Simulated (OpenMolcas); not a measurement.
# Levels of C IV by method

```
Program             : OpenMolcas
Basis               : ANO-RCC-VQZP [5s4p3d2f1g]
Scalar Hamiltonian  : DKH2, point nucleus
Active space        : 1 electron in 4 orbitals (2s 2p)
State averaging     : 2S+1 = 2 even, 1 root; 2S+1 = 2 odd, 3 roots
Spin-orbit coupling : RASSI with atomic mean-field integrals over the reference wave functions, term energies averaged over their components
```

Methods on the same reference wave functions:
A. CASSCF
B. SS-CASPT2, IPEA 0.25 Eh, imaginary shift 0.1 Eh (closed shells correlated: 1s)

Energies in cm-1 above 2s 2S 1/2, the measured ground level; measured values from Moore, Selected Tables of Atomic Spectra, NSRDS-NBS 3, section 3.

```tsv
Level	A	B	Measured
2s 2S 1/2	0.0	0.0	0.0
2p 2P* 1/2	65057	64512	64484
2p 2P* 3/2	65157	64612	64592
```

Deviations, from unrounded energies. A percentage is the sum of absolute deviations over the sum of measured energies, with the sign that they share, or ± where signs differ.

| Against measurement | Levels | A | B |
| --- | --- | --- | --- |
| mean absolute deviation (cm-1) | 2 | 570 | 24 |
| other configurations (%) | 2 | +0.9 | +0.0 |

B lies closest to measurement on these levels. The largest miss of B in the table is 2p 2P* 1/2, by +28 cm-1. The ranking rests on the paired levels alone, and a cruder setting can come out closer through cancelling errors.

The lowest spin-free term lies below A's lowest term by 0.012 hartree in B.

With one active electron the reference holds no correlation, so core polarisation is missing (holds for A). With one active electron, CASPT2 adds the correlation within the correlated inactive shells and between them and that electron, and leaves the splitting within a term as the reference gives it (holds for B). Measured partners are found by configuration, term and J. A level has none where our copy of the source lacks it or the pairing is in doubt (some pairs that miss far off the trend of their configuration count as doubtful), and it then counts in no deviation. Only configurations of the active space appear.

* marks odd parity.
